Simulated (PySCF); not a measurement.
# Threshold energies of MoH in a plasma

PBE in PySCF with def2-TZVPPD on every atom (core potentials on Mo), for the lowest determinant that a PBE0 search found; no spin–orbit coupling.

```tsv
species	state (unpaired electrons)	Re (Å)	ωe (cm⁻¹)	energy of the minimum from the neutral (eV)	De (eV)	dissociates to
MoH	sextet (σ ↑, π ↑↑, δ ↑↑)	1.713	1774	0.00	2.53	Mo (4d5 5s1) + H
MoH⁺	quintet (π ↑↑, δ ↑↑)	1.673	1921	7.89	2.15	Mo⁺ (4d5) + H
```

Problem. Work out the lowest energy to break MoH into atoms, from its vibrational ground state.

Solution. D0 = De − ωe/2 = 2.53 − 0.11 = 2.42 eV (PBE/def2-TZVPPD).

Problem. Work out the ionisation energy of the Mo atom at this level and the threshold of dissociative ionisation.

Solution. IE(Mo) = 7.89 + 2.15 − 2.53 = 7.51 eV, so Mo⁺ (4d5) + H + e⁻ appears at D0 + IE(Mo) = 9.93 eV (PBE/def2-TZVPPD). The measured IE(Mo) is 7.092 eV (NIST ASD).

These are thermodynamic thresholds; the onsets seen under electron impact lie higher where the geometry changes, and cross-sections peak well above them.

The metal atom is held in its measured ground configuration; semilocal functionals can put another filling of s and d lower by some tenths of an eV, and De to that atom would be smaller. These are scalar-relativistic numbers at best; spin–orbit coupling would shift them, the dissociation energy most. For an ion De counts to the pair picked by the measured ionisation energies or electron affinities, which need not be the lowest pair at this level. The state is the lowest single determinant that the PBE0 search found; with open d or f shells the true ground state can be another one.
